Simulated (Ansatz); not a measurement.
```yaml
crystal:
  periodic: [false, false, false]
  atoms:
    - {symbol: C, position_ang: [-0.718080, 0.882669, -0.033695]}
    - {symbol: Si, position_ang: [-0.072865, -0.861223, 0.005739]}
    - {symbol: O, position_ang: [1.383775, -0.805129, 0.762813]}
    - {symbol: F, position_ang: [0.137212, -1.363562, -1.508532]}
    - {symbol: H, position_ang: [0.010059, 1.518574, -0.546390]}
    - {symbol: H, position_ang: [-0.861716, 1.258881, 0.980412]}
    - {symbol: H, position_ang: [-1.668477, 0.931950, -0.567055]}
    - {symbol: H, position_ang: [1.882291, -1.619161, 0.850910]}
basis:
  gaussian: {orbitals: "6-31++G**", fitting: {mean_field: cc-pVTZ-jkfit}, point_charges: [{charge: 1.00, position_ang: [6.290, -0.947, -0.820]}]}
magnetization: {spin_polarized: true, initial_magnetization: 3}
hamiltonian: {xc: {name: HF}}
correlation: {method: mp2, frozen_orbitals: {C: 9}}
accuracy: high
```

```sh
$ ansatz run in.yaml --threads 4 --pin off --events-out ev --progress --plain --max-ram 10444MiB
```

It prints (some lines left out):

```
Functional definition: HF
Error: "frozen_orbitals" has no count for Si
```

In this input frozen orbitals are typed for one element alone, and the program wants a count for each. The input was rejected before any iteration.
